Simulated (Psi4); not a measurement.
Input file for Psi4: SAPT0/jun-cc-pV(D+d)Z on C2H4O (a complex), monomers drawn apart or pushed together.

```
memory 2025 MB

molecule dimer {
0 1
O     0.08451706   -0.31129143   -0.10994372
H     0.94369633   -0.13828417   -0.50903880
H    -0.54012803    0.24480787   -0.58740955
--
0 1
C    -0.08675767   -0.07350383    3.96113666
C    -0.12001839    0.07204404    5.15016615
H    -0.05546704   -0.19676361    2.89911143
H    -0.15061183    0.19690506    6.20475834
units angstrom
symmetry c1
no_reorient
no_com
}

set {
  basis jun-cc-pV(D+d)Z
  scf_type df
  freeze_core true
}

energy('sapt0')
```

The log:

```
[...]
==> Input File <==

--------------------------------------------------------------------------
memory 2025 MB

molecule dimer {
0 1
O     0.08451706   -0.31129143   -0.10994372
H     0.94369633   -0.13828417   -0.50903880
H    -0.54012803    0.24480787   -0.58740955
--
0 1
C    -0.08675767   -0.07350383    3.96113666
C    -0.12001839    0.07204404    5.15016615
H    -0.05546704   -0.19676361    2.89911143
H    -0.15061183    0.19690506    6.20475834
units angstrom
symmetry c1
no_reorient
no_com
}

set {
  basis jun-cc-pV(D+d)Z
  scf_type df
  freeze_core true
}

energy('sapt0')
--------------------------------------------------------------------------


   => Loading Basis Set <=

    Name: JUN-CC-PV(D+D)Z
    Role: ORBITAL
    Keyword: BASIS
    atoms 1        entry O          line   256 file jun-cc-pv_dpd_z.gbs
    atoms 2-3, 6-7 entry H          line    60 file jun-cc-pv_dpd_z.gbs
    atoms 4-5      entry C          line   188 file jun-cc-pv_dpd_z.gbs

   => Loading Basis Set <=

    Name: JUN-CC-PV(D+D)Z
    Role: ORBITAL
    Keyword: BASIS
    atoms 1        entry O          line   256 file jun-cc-pv_dpd_z.gbs
    atoms 2-3, 6-7 entry H          line    60 file jun-cc-pv_dpd_z.gbs
    atoms 4-5      entry C          line   188 file jun-cc-pv_dpd_z.gbs


  //>>>>>>>>>>>>>>>>>>>>>>>>>>>>>>>>>>>//
  //              Dimer HF             //
  //<<<<<<<<<<<<<<<<<<<<<<<<<<<<<<<<<<<//

   => Libint2 <=

    Primary   basis highest AM E, G, H:  7, 6, 3
    Auxiliary basis highest AM E, G, H:  7, 7, 4
    Onebody   basis highest AM E, G, H:  -, -, -
    Solid Harmonics ordering:            Gaussian


   => Loading Basis Set <=

    Name: JUN-CC-PV(D+D)Z
    Role: ORBITAL
    Keyword: BASIS
    atoms 1        entry O          line   256 file jun-cc-pv_dpd_z.gbs
    atoms 2-3, 6-7 entry H          line    60 file jun-cc-pv_dpd_z.gbs
    atoms 4-5      entry C          line   188 file jun-cc-pv_dpd_z.gbs


         ---------------------------------------------------------
                                   SCF
               by Justin Turney, Rob Parrish, Andy Simmonett
                          and Daniel G. A. Smith
                              RHF Reference
                        1 Threads,   1931 MiB Core
         ---------------------------------------------------------

  ==> Geometry <==

    Molecular point group: c1
    Full point group: C1

    Geometry (in Angstrom), charge = 0, multiplicity = 1:

       Center              X                  Y                   Z               Mass
    ------------   -----------------  -----------------  -----------------  -----------------
         O            0.084517060000    -0.311291430000    -0.109943720000    15.994914619570
         H            0.943696330000    -0.138284170000    -0.509038800000     1.007825032230
         H           -0.540128030000     0.244807870000    -0.587409550000     1.007825032230
         C           -0.086757670000    -0.073503830000     3.961136660000    12.000000000000
         C           -0.120018390000     0.072044040000     5.150166150000    12.000000000000
         H           -0.055467040000    -0.196763610000     2.899111430000     1.007825032230
         H           -0.150611830000     0.196905060000     6.204758340000     1.007825032230

  Running in c1 symmetry.

  Rotational constants: A =      5.40600  B =      0.03033  C =      0.03025 [cm^-1]
  Rotational constants: A = 162067.87311  B =    909.30127  C =    906.90838 [MHz]
  Nuclear repulsion =   50.003170840668211

  Charge       = 0
  Multiplicity = 1
  Electrons    = 24
  Nalpha       = 12
  Nbeta        = 12

  ==> Algorithm <==

  SCF Algorithm Type is DF.
  DIIS enabled.
  MOM disabled.
  Fractional occupation disabled.
  Guess Type is SAD.
  Energy threshold   = 1.00e-08
  Density threshold  = 1.00e-08
  Integral threshold = 1.00e-12

  ==> Primary Basis <==

  Basis Set: JUN-CC-PV(D+D)Z
    Blend: JUN-CC-PV(D+D)Z
    Number of shells: 36
    Number of basis functions: 74
    Number of Cartesian functions: 77
    Spherical Harmonics?: true
    Max angular momentum: 2

   => Loading Basis Set <=

    Name: (JUN-CC-PV(D+D)Z AUX)
    Role: JKFIT
    Keyword: DF_BASIS_SCF
    atoms 1        entry O          line   258 file jun-cc-pvdz-jkfit.gbs
    atoms 2-3, 6-7 entry H          line    70 file jun-cc-pvdz-jkfit.gbs
    atoms 4-5      entry C          line   146 file jun-cc-pvdz-jkfit.gbs

  ==> Integral Setup <==

  DFHelper Memory: AOs need 0.014 GiB; user supplied 1.414 GiB.
  SCF_SUBTYPE=INCORE selected. In-core MEM_DF algorithm will be used.
  Using in-core AOs.

  ==> MemDFJK: Density-Fitted J/K Matrices <==

    J tasked:                   Yes
    K tasked:                   Yes
    wK tasked:                   No
    OpenMP threads:               1
    Algorithm:                 Core
    Schwarz Cutoff:           1E-12
    Mask sparsity (%):       9.2038
    Fitting Condition:        1E-10

   => Auxiliary Basis Set <=

  Basis Set: (JUN-CC-PV(D
[...]
 67A      4.512620
      68A      4.688105    69A      4.828445    70A      4.986498
      71A      5.470188    72A      6.519973    73A      6.979393
      74A     33.512361

    Final Occupation by Irrep:
              A
    DOCC [     7 ]
    NA   [     7 ]
    NB   [     7 ]

  @DF-RHF Final Energy:   -76.82769473077977

   => Energetics <=

    Nuclear Repulsion Energy =             24.8172431170448036
    One-Electron Energy =                -151.6757194326561944
    Two-Electron Energy =                  50.0307815848316224
    Total Energy =                        -76.8276947307797684

Computation Completed


Properties will be evaluated at   0.000000,   0.000000,   0.000000 [a0]

Properties computed using the SCF density matrix


 Multipole Moments:

 ------------------------------------------------------------------------------------
     Multipole            Electronic (a.u.)      Nuclear  (a.u.)        Total (a.u.)
 ------------------------------------------------------------------------------------

 L = 1.  Multiply by 2.5417464519 to convert [e a0] to [Debye]
 Dipole X            :          2.7343154           -2.7339334            0.0003820
 Dipole Y            :          0.0173309           -0.0162843            0.0010466
 Dipole Z            :       -120.5142105          120.5110223           -0.0031882
 Magnitude           :                                                    0.0033773

 ------------------------------------------------------------------------------------

  Constructing Basis Sets for SAPT...

   => Loading Basis Set <=

    Name: (JUN-CC-PV(D+D)Z AUX)
    Role: RIFIT
    Keyword: DF_BASIS_SAPT
    atoms 1        entry O          line   188 file jun-cc-pvdz-ri.gbs
    atoms 2-3, 6-7 entry H          line    30 file jun-cc-pvdz-ri.gbs
    atoms 4-5      entry C          line   100 file jun-cc-pvdz-ri.gbs

   => Loading Basis Set <=

    Name: (JUN-CC-PV(D+D)Z AUX)
    Role: JKFIT
    Keyword: DF_BASIS_ELST
    atoms 1        entry O          line   258 file jun-cc-pvdz-jkfit.gbs
    atoms 2-3, 6-7 entry H          line    70 file jun-cc-pvdz-jkfit.gbs
    atoms 4-5      entry C          line   146 file jun-cc-pvdz-jkfit.gbs


  //>>>>>>>>>>>>>>>>>>>>>>>>>>>>>>>>>>>//
  //               SAPT0               //
  //<<<<<<<<<<<<<<<<<<<<<<<<<<<<<<<<<<<//



        SAPT0
    Ed Hohenstein
     6 June 2009

      Orbital Information
  --------------------------
    NSO        =        74
    NMO        =        74
    NRI        =       251
    NRI (Elst) =       329
    NOCC A     =         5
    NOCC B     =         7
    FOCC A     =         1
    FOCC B     =         2
    NVIR A     =        69
    NVIR B     =        67

    Elst10,r            =    -0.002586288731 [Eh]
    Exch10              =     0.000285638102 [Eh]
    Exch10 (S^2)        =     0.000285558820 [Eh]

    Maxiter = 50
    CPHF R converge = 1.000000E-08

    Iter     Energy [mEh]          dE [mEh]         Residual      Time [s]
       1      -0.05659766       0.056597657     1.533391e-03             0
       2      -0.06934623       0.012748574     7.946694e-04             0
       3      -0.07290585       0.003559623     1.487520e-04             0
       4      -0.07269193      -0.000213927     3.786088e-05             0
       5      -0.07260680      -0.000085132     5.953810e-06             0
       6      -0.07262756       0.000020769     1.234471e-06             0
       7      -0.07262451      -0.000003058     1.704116e-07             0
       8      -0.07262471       0.000000202     3.649602e-08             0
       9      -0.07262469      -0.000000016     8.604070e-09             0

    CHF Iterations converged

    Maxiter = 50
    CPHF R converge = 1.000000E-08

    Iter     Energy [mEh]          dE [mEh]         Residual      Time [s]
       1      -0.11308983       0.113089834     3.381976e-03             0
       2      -0.11475377       0.001663933     1.069493e-03             0
       3      -0.13198903       0.017235267     1.769767e-04             0
       4      -0.13186803      -0.000121008     4.392557e-05             0
       5      -0.13165324      -0.000214783     8.375051e-06             0
       6      -0.13168368       0.000030443     3.711173e-06             0
       7      -0.13167945      -0.000004235     1.624871e-06             0
       8      -0.13167745      -0.000001996     3.546147e-07             0
       9      -0.13167832       0.000000871     4.952909e-08             0
      10      -0.13167823      -0.000000098     6.847392e-09             0

    CHF Iterations converged

    Ind20,r (A<-B)      =    -0.000072624692 [Eh]
    Ind20,r (B<-A)      =    -0.000131678226 [Eh]
    Ind20,r             =    -0.000204302919 [Eh]
    Exch-Ind20,r (A<-B) =     0.000021950202 [Eh]
    Exch-Ind20,r (B<-A) =     0.000006229381 [Eh]
    Exch-Ind20,r        =     0.000028179583 [Eh]
    Disp20              =    -0.000337576566 [Eh]
    Disp20 (SS)         =    -0.000168788283 [Eh]
    Disp20 (OS)         =    -0.000168788283 [Eh]
    Exch-Disp20         =     0.000016300674 [Eh]
    Exch-Disp20 (SS)    =     0.000009597822 [Eh]
    Exch-Disp20 (OS)    =     0.000006702852 [Eh]

    SAPT Results
  --------------------------------------------------------------------------------------------------------
    Electrostatics                 -2.58628873 [mEh]      -1.62292068 [kcal/mol]      -6.79030013 [kJ/mol]
      Elst10,r                     -2.58628873 [mEh]      -1.62292068 [kcal/mol]      -6.79030013 [kJ/mol]

    Exchange                        0.28563810 [mEh]       0.17924062 [kcal/mol]       0.74994273 [kJ/mol]
      Exch10                        0.28563810 [mEh]       0.17924062 [kcal/mol]       0.74994273 [kJ/mol]
      Exch10(S^2)                   0.28555882 [mEh]       0.17919086 [kcal/mol]       0.74973458 [kJ/mol]

    Induction                      -0.20762690 [mEh]      -0.13028784 [kcal/mol]      -0.54512434 [kJ/mol]
      Ind20,r                      -0.20430292 [mEh]      -0.12820202 [kcal/mol]      -0.53639724 [kJ/mol]
      Exch-Ind20,r                  0.02817958 [mEh]       0.01768296 [kcal/mol]       0.07398548 [kJ/mol]
      delta HF,r (2)               -0.03150356 [mEh]      -0.01976878 [kcal/mol]      -0.08271259 [kJ/mol]

    Dispersion                     -0.32127589 [mEh]      -0.20160367 [kcal/mol]      -0.84350974 [kJ/mol]
      Disp20                       -0.33757657 [mEh]      -0.21183249 [kcal/mol]      -0.88630715 [kJ/mol]
      Exch-Disp20                   0.01630067 [mEh]       0.01022883 [kcal/mol]       0.04279741 [kJ/mol]
      Disp20 (SS)                  -0.16878828 [mEh]      -0.10591625 [kcal/mol]      -0.44315358 [kJ/mol]
      Disp20 (OS)                  -0.16878828 [mEh]      -0.10591625 [kcal/mol]      -0.44315358 [kJ/mol]
      Exch-Disp20 (SS)              0.00959782 [mEh]       0.00602272 [kcal/mol]       0.02519908 [kJ/mol]
      Exch-Disp20 (OS)              0.00670285 [mEh]       0.00420610 [kcal/mol]       0.01759833 [kJ/mol]

  Total HF                         -2.50827752 [mEh]      -1.57396791 [kcal/mol]      -6.58548173 [kJ/mol]
  Total SAPT0                      -2.82955342 [mEh]      -1.77557158 [kcal/mol]      -7.42899147 [kJ/mol]

  Special recipe for scaled SAPT0 (see Manual):
    Electrostatics sSAPT0          -2.58628873 [mEh]      -1.62292068 [kcal/mol]      -6.79030013 [kJ/mol]
    Exchange sSAPT0                 0.28563810 [mEh]       0.17924062 [kcal/mol]       0.74994273 [kJ/mol]
    Induction sSAPT0               -0.20760342 [mEh]      -0.13027311 [kcal/mol]      -0.54506270 [kJ/mol]
    Dispersion sSAPT0              -0.32126231 [mEh]      -0.20159514 [kcal/mol]      -0.84347408 [kJ/mol]
  Total sSAPT0                     -2.82951636 [mEh]      -1.77554832 [kcal/mol]      -7.42889417 [kJ/mol]
  --------------------------------------------------------------------------------------------------------



*** Psi4 exiting successfully. Buy a developer a beer!
```

The run finished.

Cost: roughly 4 core-seconds.
